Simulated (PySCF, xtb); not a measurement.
BCl₂, SMILES Cl[B]Cl (connectivity only; charge and spin as stated), charge +1, multiplicity 1.

Harmonic wavenumbers (cm⁻¹) from xtb 6.7.1 with GFN2-xTB at its own minimum, in rising order: 301, 301, 557, 1370.

**Question.** What does B3LYP-D3(BJ)/def2-TZVP run with PySCF give at its own minimum? (The exact figures need the calculation; the answer reports its results.)

**Answer.** 327, 327, 559, 1463. Paired by order, the mean absolute difference is 37 cm⁻¹ and the zero-point energies are 3.6 and 3.8 kcal/mol.
